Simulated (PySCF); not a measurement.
## Solvent effects on NMR parameters

Atoms are numbered as in `[F:1][C:2]([F:3])([F:4])[C:5]([F:6])([F:7])[C:8]([F:9])([F:10])[C:11]([F:12])([F:13])[F:14]`.

GIAO PBE0/pcSseg-1 in PySCF 2.14.0 with density-fitted response routines on one PBE0-D3(BJ)/def2-SVP conformer, non-relativistic, equivalent nuclei averaged. Solvents enter as an IEF-PCM continuum (benzene with ε = 2.3, chloroform with ε = 4.7) around the gas-phase geometry. Shifts are referred to CFCl3, TMS computed in the same medium.

In benzene, δ in ppm: F1/F3/F4/F12/F13/F14 -91.2, F6/F7/F9/F10 -143.4, C2/C11 123.5, C5/C8 112.1. Dipole moment 0.25 D.

Question: How does each δ change in the more polar medium?

Answer: 
```csv
atoms,environment,"Δδ, chloroform"
F1/F3/F4/F12/F13/F14,fluorine of a CF3 group,+0.8
F6/F7/F9/F10,fluorine of a CF2 group,+0.8
C2/C11,CF3 carbon,+0.3
C5/C8,fully substituted sp3 carbon bonded to 2 F,+0.3
```

Changes are relative to benzene. The dipole moment becomes 0.25 D in chloroform.

Question: Which nuclei move most (in ppm), and what does the model miss?

Answer: F1/F3/F4/F12/F13/F14 (fluorine of a CF3 group, +0.8 ppm) and F6/F7/F9/F10 (fluorine of a CF2 group, +0.8 ppm) in chloroform. A continuum only polarises the solute; specific hydrogen bonds, the anisotropy of aromatic solvents and changes of geometry or conformer are outside it.
